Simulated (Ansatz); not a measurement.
# What each rung costs, and what it gives

Saddle point of Si2H6ClF, closed shell (Si₂H₅Cl ([SiH3][SiH2][Cl]) + HF → SiH₂ClF ([F][SiH2][Cl]) + SiH₄; bonds formed: Si1–F7, Si2–H6; bonds broken: Si1–Si2, H6–F7), PBE0-D4/def2-TZVP structure:

```xyz
10
angstrom
Si 0.1189 -1.1196 -0.4994
Si -0.2886 1.2793 0.4329
H -0.4875 -2.2527 0.2147
H 1.1282 -1.2901 -1.5549
Cl -1.5364 -0.5446 -1.6966
H 0.8328 -0.0880 0.7076
F 1.5337 -1.0809 0.8079
H 0.5169 1.9121 1.5188
H -0.1302 2.0557 -0.8137
H -1.6876 1.1286 0.8827
```

Barriers are electronic and count from the start structure reached by relaxing down the imaginary mode.

Computed with Ansatz 0.2.0 (basis: as named in each row); correlated methods freeze the cores. B3LYP uses VWN-RPA correlation. Extrapolation: Hartree–Fock as exp(−7.88 √X), correlation as X^−2.97.

Times are rough, for one single point on 4 threads of a shared host (Arm Neoverse V1).

The estimate by CCSD(T) at an estimated basis limit (MP2 extrapolated from triple and quadruple zeta, plus CCSD(T) − MP2 in triple zeta) is 1.622 eV.

```tsv
method	basis	time (s)	barrier (eV)	method less estimate
HF	STO-3G	under 1	3.953	2.331
PBE-D4	STO-3G	under 1	1.130	-0.492
SPW92	def2-SVP	under 1	0.855	-0.767
B3LYP-D4	6-31G	under 1	1.887	0.265
PBE-D4	def2-SVP	under 1	1.159	-0.462
PBE0-D4	def2-SVP	under 1	1.435	-0.187
SPW92	def2-TZVPP	1	0.912	-0.710
PBE-D4	def2-TZVPP	2	1.210	-0.411
BLYP-D4	def2-TZVPP	2	1.361	-0.260
B3LYP-D4	def2-TZVPP	2	1.526	-0.096
BHLYP-D4	def2-TZVPP	2	1.771	0.149
CCSD(T)	def2-SVP	3	1.843	0.222
PBE0-D4	def2-TZVPP	3	1.439	-0.182
CAM-B3LYP-D4	def2-TZVPP	3	1.550	-0.072
r2SCAN-D4	def2-TZVPP	4	1.317	-0.305
RPA on PBE	def2-TZVPP	4	1.606	-0.016
r2SCAN0-D4	def2-TZVPP	4	1.493	-0.128
wB97M-V	def2-SVP	4	1.464	-0.158
B2PLYP	def2-TZVPP	5	1.578	-0.043
PBE-QIDH	def2-TZVPP	5	1.573	-0.049
wB97X-V	def2-TZVPP	7	1.550	-0.071
B97M-V	def2-TZVPP	8	1.522	-0.099
wB97M-V	def2-TZVPP	8	1.484	-0.138
MP2	def2-QZVPP	18	1.537	-0.084
CCSD(T)	def2-TZVPP	98	1.659	0.037
```

All methods are single points on the PBE0-D4 structures.

The T1 diagnostic stays at or below 0.013.

Labels in which every atom is bracketed show which atoms are joined, not bond orders.
